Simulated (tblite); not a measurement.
Species: C₄H₁₁BrGeN₂.
Atom-mapped SMILES: `[CH3:1]/[N:2]=[CH:3]/[CH2:4][CH2:5][Ge@@H:6]([NH2:7])[Br:8]` (hydrogens: H9, H10, H11 on C1; H12 on C3; H13, H14 on C4; H15, H16 on C5; H17 on Ge6; H18, H19 on N7)

Computed with GFN2-xTB (tblite), gas phase: L-BFGS steps from a force-field or distance-geometry start until the largest atomic force falls under 0.01 eV/Å.

Geometry at step 30:
```
atom  x, y, z in Å
C1      3.4251    0.7594   -0.5445
N2      2.0500    0.3808   -0.5629
C3      1.6910   -0.7571   -0.1771
C4      0.2418   -1.1464   -0.1488
C5     -0.6257    0.0164    0.3426
Ge6    -2.6016   -0.2645    0.3319
N7     -3.4245    1.2579   -0.1005
Br8    -3.2025   -1.7814   -1.3032
H9      3.7306    0.9998   -1.5623
H10     4.0875   -0.0142   -0.1321
H11     3.5117    1.6648    0.0589
H12     2.4093   -1.5295    0.1508
H13     0.1302   -2.0263    0.4905
H14    -0.0593   -1.4279   -1.1673
H15    -0.4077    0.8920   -0.2763
H16    -0.3397    0.2831    1.3638
H17    -3.2636   -0.8067    1.5977
H18    -2.9606    2.0898   -0.4110
H19    -4.4017    1.4192    0.0578
```

**Question.** Give the atomic forces at this geometry.

**Answer.** 
| atom | Fx (eV/Å) | Fy (eV/Å) | Fz (eV/Å) |
| --- | --- | --- | --- |
| C1 | -0.003 | -0.011 | 0.031 |
| N2 | -0.035 | -0.001 | 0.152 |
| C3 | -0.073 | -0.009 | -0.081 |
| C4 | -0.015 | 0.037 | 0.023 |
| C5 | 0.116 | 0.041 | -0.024 |
| Ge6 | 0.169 | -0.075 | -0.049 |
| N7 | -0.044 | 0.060 | 0.060 |
| Br8 | 0.055 | -0.042 | 0.055 |
| H9 | 0.012 | 0.021 | -0.015 |
| H10 | 0.018 | -0.027 | -0.039 |
| H11 | 0.020 | 0.008 | -0.042 |
| H12 | -0.055 | 0.065 | -0.010 |
| H13 | -0.096 | 0.038 | -0.021 |
| H14 | 0.012 | 0.001 | 0.112 |
| H15 | -0.062 | -0.087 | 0.003 |
| H16 | -0.016 | -0.067 | -0.054 |
| H17 | 0.031 | -0.036 | -0.070 |
| H18 | 0.069 | 0.043 | -0.029 |
| H19 | -0.104 | 0.040 | -0.002 |

The largest, 0.19 eV/Å, acts on Ge6; the rms over all components is 0.058 eV/Å. The forces sum to zero within rounding, as they must for an isolated molecule in no field.

**Question.** Give the force on Ge6 in Eh/bohr and in nN.

**Answer.** 0.191 eV/Å ÷ 51.422 = 0.00372 Eh/bohr, and 0.191 eV/Å × 1.602 = 0.31 nN.

**Question.** How far is this geometry from the end of the optimisation?

**Answer.** 0.112 eV above it, and 0.376 Å rms away after alignment. The bonds farthest from their final lengths, with half the difference of the two atoms' forces along the bond (positive lengthens):

```
   bond  now (Å)  final (Å)  force along bond (eV/Å)
 Ge6–N7    1.784      1.805                    +0.09
Ge6–Br8    2.310      2.324                    -0.03
 C5–Ge6    1.996      1.983                    -0.02
Ge6–H17    1.528      1.518                    +0.01
  C4–C5    1.532      1.522                    -0.04
  C3–C4    1.501      1.492                    -0.03
```

The angle farthest from its final value is Ge6–N7–H18, 124.8° against 118.5°.

Of the 5 listed bonds off by 0.010 Å or more, this force points towards the final length in 3.

The cost below is that of the whole relaxation. Time: 2.4 s. Hardware: one thread of an Arm Neoverse N1, shared host with 64 logical CPUs at a one-minute load of 59.
